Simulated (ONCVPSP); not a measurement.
**Cutoff test, As, ONCV**

```json
{
 "Element": "arsenic (As)",
 "Generator": "ONCVPSP 4.0.1",
 "Type": "optimised norm-conserving Vanderbilt (ONCV)",
 "Functional": "BLYP",
 "Relativity": "fully relativistic",
 "Frozen core": "[Ar] 3d10",
 "Valence charge": "5",
 "Reference configuration": "4s1.75 4p3.25",
 "Partial waves": "4s: rc 1.55 bohr, ncon 4, nbas 8, qcut 4 1/bohr, 1 projector; 4p: rc 1.90 bohr, ncon 4, nbas 8, qcut 3.4 1/bohr, 2 projectors, debl 2 Ha",
 "Local potential": "polynomial inside 1.10 bohr (lpopt 4, dvloc0 3 Ha)",
 "Core correction": "none"
}
```

Open shells are filled in proportion to 2j + 1.

Question: For each optimised wave give the share of its norm inside rc, the residual kinetic energy above qcut (Ha) and the cutoffs (Ha) for errors of 10, 1, 0.1 and 0.01 mHa per electron.

Answer:

```csv
wave,norm inside rc,residual KE,10 mHa,1 mHa,0.1 mHa,0.01 mHa
4s,0.329,3.8e-03,6.7,16.5,60.6,72.8
4p j=3/2,0.300,1.5e-03,2.4,7.2,46.6,57.1
p projector 2 j=3/2,0.118,6.4e-03,4.3,9.7,31.3,64.2
4p j=1/2,0.318,1.4e-03,2.5,7.2,47.0,57.3
p projector 2 j=1/2,0.118,5.7e-03,4.3,9.6,30.6,54.3
```

The occupied waves need 17 Ha and 61 Ha for 1 and 0.1 mHa.
